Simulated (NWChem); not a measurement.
System: CH3ISe; SMILES I[Se]C

NWChem input:

```
start job
memory heap 200 mb stack 900 mb global 1100 mb
geometry units angstroms noautoz
  Se    -0.409107     1.304069    -0.000887
  I     -0.014133    -1.194403     0.000643
  C      1.438108     1.901327    -0.001626
  H      1.381024     3.000929    -0.003787
  H      1.959261     1.561005    -0.905259
  H      1.959035     1.564373     0.903379
end
basis spherical
  Se library 3-21g
  I library 3-21g
  C library 3-21g
  H library 3-21g
end
dft
  xc b3lyp
  iterations 150
  mulliken
end
task dft energy
```

All runs use the structure optimised with PBE0/def2-SVP (def2 core potentials past Kr).

**Question.** Predict the main results of this run. (B3LYP/3-21G, non-relativistic.) Quantities: basis functions; energy (Ha); highest occupied level (eV); orbital gap (eV); dipole (D).

**Answer.** 
```
Property                       Result
---------------------------  --------
number of basis functions          68
energy (Ha)                  -9319.92
highest occupied level (eV)     -5.93
orbital gap (eV)                 3.41
dipole (D)                       1.88
```
